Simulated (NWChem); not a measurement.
CaF2; SMILES [Ca]([F])[F]

Computed with NWChem. Coordinates come from a PBE-D3(BJ)/def2-SVP optimisation. Level TPSS/def2-SVP: single points from the atomic guess with DIIS by default; each run changes one setting, and all converged runs end within 0.3 mHa of each other.

```json
[
 {"setting": "defaults", "SCF iterations": "8"},
 {"setting": "DIIS on 20 Fock matrices", "SCF iterations": "8"},
 {"setting": "70 % damping for 30 cycles", "SCF iterations": "33"},
 {"setting": "occupation smearing of 0.005 Ha", "SCF iterations": "8"},
 {"setting": "no DIIS, 40 % damping", "SCF iterations": "not converged in 200"}
]
```
